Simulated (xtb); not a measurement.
Species: [Cd(CH3)2] (charge 0, multiplicity 1).

Problem. Give a relaxed geometry from GFN2-xTB run with xtb 6.7.1.

Solution. This is not unique; one that fits is the end point of this relaxation, one of several conformers.
Cartesian coordinates (Å) in one orientation:
```xyz
9

Cd     0.000     0.000     0.000
C     -2.138    -0.537    -0.187
H     -2.775     0.239     0.239
H     -2.354    -1.471     0.333
H     -2.419    -0.663    -1.233
C      2.138     0.537     0.187
H      2.515     0.299     1.183
H      2.290     1.604     0.018
H      2.743    -0.007    -0.539
```
